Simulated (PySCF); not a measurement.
**First hyperpolarisability: `InChI=1S/C7H7Cl/c1-6-2-4-7(8)5-3-6/h2-5H,1H3`**

Geometry:
| atom | x (Å) | y (Å) | z (Å) |
| --- | --- | --- | --- |
| C1 | -1.593 | -0.022 | 0.001 |
| C2 | -0.100 | 0.123 | 0.059 |
| C3 | 0.730 | -0.996 | 0.193 |
| C4 | 2.117 | -0.876 | 0.217 |
| C5 | 2.694 | 0.388 | 0.106 |
| Cl6 | 4.420 | 0.552 | 0.138 |
| C7 | 1.893 | 1.521 | -0.024 |
| C8 | 0.509 | 1.379 | -0.045 |
| H9 | -1.936 | -0.895 | 0.574 |
| H10 | -1.935 | -0.158 | -1.039 |
| H11 | -2.100 | 0.869 | 0.397 |
| H12 | 0.283 | -1.990 | 0.283 |
| H13 | 2.755 | -1.755 | 0.324 |
| H14 | 2.358 | 2.505 | -0.104 |
| H15 | -0.114 | 2.272 | -0.144 |

Theory: PySCF, quadratic response CAM-B3LYP/aug-cc-pVDZ first hyperpolarisability, Taylor convention, gas phase. Geometry: PBE0-D3(BJ)/def2-SVP.

Task: Give β for the processes computed.

Result: In au, Taylor convention; the vector part is βᵢ = ⅓ Σⱼ (βᵢⱼⱼ + βⱼᵢⱼ + βⱼⱼᵢ); β∥ is 3/5 of the vector part along the dipole, the dipole points from − to +:
| process | λ (nm) | β vector norm | β∥ | β HRS | depolarisation ratio |
| --- | --- | --- | --- | --- | --- |
| static β(0;0,0) | ∞ | 122.8 | -73.7 | 46.5 | 7.30 |
| second harmonic β(−2ω;ω,ω) | 1907 | 130.5 | -78.3 | 49.5 | 7.26 |
| Pockels β(−ω;ω,0) | 1907 | 125.3 | -75.2 | – | – |
| second harmonic β(−2ω;ω,ω) | 1064 | 151.0 | -90.6 | 57.5 | 7.16 |
| Pockels β(−ω;ω,0) | 1064 | 131.1 | -78.7 | – | – |

Task: Which lowest excitations, dipole and polarisabilities go with it?

Result: S1 5.16 eV (f = 0.007); S2 5.76 eV (f = 0.122); S3 6.06 eV (f = 0.000); dipole 2.27 D; isotropic α 97.2 au static, 97.5 au at 1907 nm, 98.3 au at 1064 nm, 98.6 au at 953.5 nm, 102.2 au at 532 nm.
